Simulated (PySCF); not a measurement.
Write Cartesian coordinates for [SiF6]2- (`F[Si-2](F)(F)(F)(F)F`) as optimised with PBE0-D3(BJ)/def2-SVP. (Charge -2.)

```xyz
7
SiF6 angstrom
Si     0.0133   -0.0145   -0.0099
F      0.0121   -0.0164    1.7122
F      0.0138   -0.0132   -1.7316
F      1.7354   -0.0118   -0.0083
F     -1.7081   -0.0165   -0.0103
F      0.0107    1.7071   -0.0101
F      0.0146   -1.7367   -0.0106
```

Orientation and origin are arbitrary. Atoms count from 1 in this order. All 6 F–Si bonds measure 1.721 to 1.722 Å. Si1 (silicon bonded to 6 F) is octahedral (the three widest angles are 180.0°, 180.0° and 179.9°, the others run from 90.0° to 90.1°).

Bonds between heavy atoms (Å): Si1–F2 1.722, Si1–F3 1.722, Si1–F4 1.722, Si1–F5 1.721, Si1–F6 1.722, Si1–F7 1.722.

Method: PBE0-D3(BJ)/def2-SVP geometry optimisation, gas phase (PySCF).

Point group: Oh (every atom within 0.08 Å of its image). Whether it is a minimum is left open (no frequencies). Whether so highly charged an anion holds all its electrons in the gas phase wasn't checked; a finite basis holds them in any case. No counter-ion or solvent screens the charge of this multiply charged ion. The geometry's basis has no diffuse functions, a weakness for an anion.
